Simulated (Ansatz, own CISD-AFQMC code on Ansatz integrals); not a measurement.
C4H4, SMILES `C=C1C=C1` (charge 0, multiplicity 1).

Z-matrix (Å, degrees):
```
C
C 1 1.3255
H 2 1.0809 1 120.92
H 2 1.0809 3 118.16 1 179.90
C 1 1.4359 2 152.78 3 0.01
C 5 1.3135 1 62.78 2 180.00
H 6 1.0766 5 147.81 1 180.00
H 5 1.0766 6 147.81 7 -0.01
```
Charge 0, multiplicity 1.

Frozen-core correlation energies in cc-pVDZ at a geometry from B3LYP-D3(BJ)/def2-TZVP, on an HF energy of -153.68345 Ha (<S^2> = 0.00). Wave-function levels are from Ansatz, the walk from an own CISD-AFQMC code on Ansatz integrals (time step 0.005/Ha, trial state from CCSD amplitudes, largest double 0.09).

```json
[
 {"level": "MP2", "correlation energy (mHa)": "-512.0"},
 {"level": "CCSD", "correlation energy (mHa)": "-545.3"},
 {"level": "CCSD(T)", "correlation energy (mHa)": "-567.7"}
]
```

What correlation energy does phaseless AFQMC give, and where does it lie among these levels?

-569.8 ± 0.4 mHa (one standard error). AFQMC minus each level: MP2 -57.7 mHa, CCSD -24.5 mHa, CCSD(T) -2.0 mHa.
